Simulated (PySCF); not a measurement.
H12Si6, charge -1, doublet, geometry from GFN2-xTB (a state made from the parent by changing its charge; the spin is typed, not shown lowest) (in this run its highest filled SCF level lies above zero, so its values depend strongly on the basis, on diffuse functions most of all); B3LYP5/6-31G* in PySCF.

Input for PySCF:
```python
from pyscf import gto, scf, dft

mol = gto.Mole()
mol.atom = '''
    Si   -1.215161    1.239996   -1.174633
    Si    0.804032    2.057720   -0.417154
    Si    2.428612    0.442596   -0.099462
    Si    1.191780   -1.270432    0.944054
    Si   -0.942276   -2.205826    0.591936
    Si   -2.216772   -0.315650    0.202439
    H    -0.969055    0.585389   -2.482244
    H    -2.145302    2.310072   -1.610545
    H     1.178944    3.245456   -1.219815
    H     0.507596    2.725982    0.875989
    H     2.697531   -0.105754   -1.469984
    H     3.722780    1.231290   -0.011339
    H     2.135641   -2.381795    1.288704
    H     1.004892   -0.673688    2.318735
    H    -1.933033   -3.212340    1.148717
    H    -0.817026   -2.867054   -0.749118
    H    -2.469054    0.387303    1.486525
    H    -3.616911   -0.522527   -0.236144
'''
mol.basis = '6-31g*'
mol.charge = -1
mol.spin = 1
mol.verbose = 4
mol.build()

mf = dft.UKS(mol)
mf.xc = 'b3lyp5'
mf.kernel()
```

What the program printed (banner, timings and long lists left out):

```
PySCF version 2.14.0

[INPUT] verbose = 4
[INPUT] num. atoms = 18
[INPUT] num. electrons = 97
[INPUT] charge = -1
[INPUT] spin (= nelec alpha-beta = 2S) = 1
[INPUT] symmetry False subgroup None
[INPUT] Mole.unit = angstrom
[INPUT] Symbol           X                Y                Z      unit          X                Y                Z       unit  Magmom
[INPUT]  1 Si    -1.215161000000   1.239996000000  -1.174633000000 AA   -2.296321487253   2.343252835556  -2.219734666876 Bohr   0.0
[INPUT]  2 Si     0.804032000000   2.057720000000  -0.417154000000 AA    1.519400275386   3.888527241040  -0.788306811767 Bohr   0.0
[INPUT]  3 Si     2.428612000000   0.442596000000  -0.099462000000 AA    4.589411542832   0.836385223828  -0.187955939801 Bohr   0.0
[INPUT]  4 Si     1.191780000000  -1.270432000000   0.944054000000 AA    2.252137800734  -2.400768539883   1.784003506800 Bohr   0.0
[INPUT]  5 Si    -0.942276000000  -2.205826000000   0.591936000000 AA   -1.780643573751  -4.168407018445   1.118596923271 Bohr   0.0
[INPUT]  6 Si    -2.216772000000  -0.315650000000   0.202439000000 AA   -4.189091960604  -0.596492051219   0.382554266931 Bohr   0.0
[INPUT]  7 H     -0.969055000000   0.585389000000  -2.482244000000 AA   -1.831248549640   1.106224886333  -4.690761334345 Bohr   0.0
[INPUT]  8 H     -2.145302000000   2.310072000000  -1.610545000000 AA   -4.054033234482   4.365403408026  -3.043488961288 Bohr   0.0
[INPUT]  9 H      1.178944000000   3.245456000000  -1.219815000000 AA    2.227881276199   6.133022989326  -2.305116272636 Bohr   0.0
[INPUT] 10 H      0.507596000000   2.725982000000   0.875989000000 AA    0.959217421925   5.151359400494   1.655379298132 Bohr   0.0
[INPUT] 11 H      2.697531000000  -0.105754000000  -1.469984000000 AA    5.097594802524  -0.199846096577  -2.777867167493 Bohr   0.0
[INPUT] 12 H      3.722780000000   1.231290000000  -0.011339000000 AA    7.035034622008   2.326800879916  -0.021427604526 Bohr   0.0
[INPUT] 13 H      2.135641000000  -2.381795000000   1.288704000000 AA    4.035776590392  -4.500940234858   2.435297615631 Bohr   0.0
[INPUT] 14 H      1.004892000000  -0.673688000000   2.318735000000 AA    1.898970664766  -1.273085813406   4.381774105443 Bohr   0.0
[INPUT] 15 H     -1.933033000000  -3.212340000000   1.148717000000 AA   -3.652902959746  -6.070442818985   2.170760524632 Bohr   0.0
[INPUT] 16 H     -0.817026000000  -2.867054000000  -0.749118000000 AA   -1.543955376649  -5.417946844339  -1.415627854982 Bohr   0.0
[INPUT] 17 H     -2.469054000000   0.387303000000   1.486525000000 AA   -4.665835846762   0.731896597222   2.809125127319 Bohr   0.0
[INPUT] 18 H     -3.616911000000  -0.522527000000  -0.236144000000 AA   -6.834971206927  -0.987432922691  -0.446247485959 Bohr   0.0

nuclear repulsion = 677.569511889625
number of shells = 72
number of NR pGTOs = 354
number of NR cGTOs = 132
basis = 6-31g*
ecp = {}

******** <class 'pyscf.dft.uks.UKS'> ********
method = UKS
initial guess = minao
damping factor = 0
level_shift factor = 0
DIIS = <class 'pyscf.scf.diis.CDIIS'>
diis_start_cycle = 1
diis_space = 8
diis_damp = 0
SCF conv_tol = 1e-09
SCF conv_tol_grad = None
SCF max_cycles = 50
direct_scf = True
direct_scf_tol = 1e-13
number electrons alpha = 49  beta = 48
XC library pyscf.dft.libxc version 7.1.2
    S. Lehtola, C. Steigemann, M. J. T. Oliveira, and M. A. L. Marques,  SoftwareX 7, 1–5 (2018)
XC functionals = b3lyp5
    P. A. M. Dirac,  Math. Proc. Cambridge Philos. Soc. 26, 376 (1930)
    F. Bloch,  Z. Phys. 57, 545 (1929)
    A. D. Becke,  Phys. Rev. A 38, 3098 (1988)
    C. Lee, W. Yang, and R. G. Parr,  Phys. Rev. B 37, 785 (1988)
    B. Miehlich, A. Savin, H. Stoll, and H. Preuss,  Chem. Phys. Lett. 157, 200 (1989)
    S. H. Vosko, L. Wilk, and M. Nusair,  Can. J. Phys. 58, 1200 (1980)
radial grids:
    Treutler-Ahlrichs [JCP 102, 346 (1995); DOI:10.1063/1.469408] (M4) radial grids

becke partition: Becke, JCP 88, 2547 (1988); DOI:10.1063/1.454033
pruning grids: <function nwchem_prune>
grids dens level: 3
symmetrized grids: False
atomic radii adjust function: <function treutler_atomic_radii_adjust>
small_rho_cutoff = 0
Set gradient conv threshold to 3.16228e-05
tot grids = 232776
init E= -1743.69961884941

cycle= 1 E= -1743.78949814984  delta_E= -0.0899  |g|= 0.137  |ddm|= 3.19
cycle= 2 E= -1743.80231240707  delta_E= -0.0128  |g|= 0.0781  |ddm|= 0.745
cycle= 3 E= -1743.80676287372  delta_E= -0.00445  |g|= 0.0397  |ddm|= 0.355
cycle= 4 E= -1743.80814307251  delta_E= -0.00138  |g|= 0.00586  |ddm|= 0.104
cycle= 5 E= -1743.80817240885  delta_E= -2.93e-05  |g|= 0.00236  |ddm|= 0.0198
cycle= 6 E= -1743.80817782616  delta_E= -5.42e-06  |g|= 0.000783  |ddm|= 0.00792
cycle= 7 E= -1743.80817853492  delta_E= -7.09e-07  |g|= 0.000176  |ddm|= 0.00242
cycle= 8 E= -1743.80817857162  delta_E= -3.67e-08  |g|= 6.48e-05  |ddm|= 0.000739
cycle= 9 E= -1743.80817857587  delta_E= -4.25e-09  |g|= 2.07e-05  |ddm|= 0.000207
cycle= 10 E= -1743.80817857633  delta_E= -4.61e-10  |g|= 8.14e-06  |ddm|= 8.15e-05
Extra cycle  E= -1743.80817857636  delta_E= -3.55e-11  |g|= 7.6e-06  |ddm|= 4.89e-05
converged SCF energy = -1743.80817857636  <S^2> = 0.75646665  2S+1 = 2.0064562
```
